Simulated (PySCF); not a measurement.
CH₅BrO₃Si, SMILES Br[Si](O)(OC)O.

Coordinates come from a PBE-D3(BJ)/def2-SVP optimisation. One conformer was computed; it need not be the lowest.

Two levels are set side by side: PBE/def2-TZVP (PySCF) and CAM-B3LYP/def2-TZVP (PySCF). Same geometry, gas phase. Differences are taken from unrounded values.

| quantity | PBE |
|---|---|
| orbital gap (eV) | 6.23 |
| highest occupied level (eV) | -6.99 |
| lowest empty level (eV) | -0.76 |
| dipole moment (D) | 0.48 |
| mean polarisability (bohr³) | 67.4 |

Q: These are the PBE values. What does CAM-B3LYP give? (An estimate is asked for; the answer gives what the named calculation found.)

A: 
| quantity | CAM-B3LYP | PBE minus CAM-B3LYP |
|---|---|---|
| orbital gap (eV) | 10.92 | -4.70 |
| highest occupied level (eV) | -9.86 | 2.87 |
| lowest empty level (eV) | 1.07 | -1.83 |
| dipole moment (D) | 0.66 | -0.18 |
| mean polarisability (bohr³) | 63.5 | 3.9 |

Without exact exchange PBE keeps part of each electron's self-repulsion, which lifts occupied levels and narrows the gap. PBE's more diffuse valence density responds more strongly to a field. Differences between two approximate levels are no errors against the true value.

Rough cost on one machine, each run with all the roots and properties that it gave: CAM-B3LYP against PBE within a factor of 2.
